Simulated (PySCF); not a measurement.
Structure with atom numbers: `[cH:1]1[cH:2][cH:3][c:4]([N:5]2[CH2:6][CH2:7]2)[cH:8][cH:9]1`. Hydrogens are named by the atom that carries them.

Level of theory: GIAO PBE0/pcSseg-1 shieldings, geometry from PBE0-D3(BJ)/def2-SVP, in PySCF 2.14.0 with density-fitted response routines (equivalent nuclei averaged, in vacuum, one computed conformer, relativity neglected).

Q: List the cross peaks expected in HSQC, COSY and HMBC spectra.

A: 

HSQC (one-bond C–H):
```
                δH             δC
7.31 (H(C2)/H(C9))  134.6 (C2/C9)
      6.96 (H(C1))     125.7 (C1)
6.92 (H(C3)/H(C8))  123.9 (C3/C8)
1.83 (H(C6)/H(C7))   27.0 (C6/C7)
```

COSY cross peaks (H two or three bonds apart, from the bond graph; peaks can be absent where the dihedral angle is near 90°):
```
                δH                  δH
7.31 (H(C2)/H(C9))        6.96 (H(C1))
7.31 (H(C2)/H(C9))  6.92 (H(C3)/H(C8))
```

HMBC (two and three bonds, from the bond graph):
```
                δH                                                    δC
7.31 (H(C2)/H(C9))  159.4 (C4), 134.6 (C2/C9), 125.7 (C1), 123.9 (C3/C8)
      6.96 (H(C1))                          134.6 (C2/C9), 123.9 (C3/C8)
6.92 (H(C3)/H(C8))  159.4 (C4), 134.6 (C2/C9), 125.7 (C1), 123.9 (C3/C8)
1.83 (H(C6)/H(C7))                              159.4 (C4), 27.0 (C6/C7)
```

References, each an isolated molecule treated in the same way: TMS for ¹H and ¹³C.

Short H···H contacts in this conformer between protons four or more bonds apart (candidates for NOE cross peaks, intensity ∝ r⁻⁶): H(C7)···H(C8) 2.69 Å, H(C3)···H(C6) 2.69 Å.

Shifts are as computed. Against solution values, carbons near 30 ppm lie about +2 ppm off and those near 130 ppm about +5 ppm. Of 1211 compounds with measured shifts, 218 miss one by over three times the rms of a fit or turn the order of signals round; such compounds aren't used in these exercises.
